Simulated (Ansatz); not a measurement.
Isomers of C3H5N. All species are isolated molecules in the gas phase. One relaxed conformer stands for each flexible species; it need not be the lowest. Strings in code marks are SMILES.

Quantity: electronic energy of isomers of C3H5N relative to `[H]/N=C\C=C` (C–C–C–N torsion 180°), in eV. The restricted reference of `[H]/N=C\C=C` is unstable towards unrestricted orbitals.

Case: `C#CNC`. Geometry of `C#CNC` (neutral, multiplicity 1, Å):

```xyz
9

C      2.1253     0.4695    -0.1237
C      0.9960     0.4844     0.2919
N     -0.2523     0.4506     0.7815
C     -1.1543    -0.5984     0.3079
H      3.1260     0.4640    -0.4749
H     -0.6843     1.3572     0.8845
H     -0.6939    -1.5684     0.4905
H     -2.0828    -0.5443     0.8754
H     -1.3797    -0.5146    -0.7609
```

**Question.** What is the computed electronic energy of isomers of C3H5N relative to `[H]/N=C\C=C` (C–C–C–N torsion 180°) (frozen-core CCSD(T)/cc-pVDZ // B3LYP-D3(BJ)/def2-TZVP (Ansatz, an electronic-structure program))?

**Answer.** 1.38 eV.
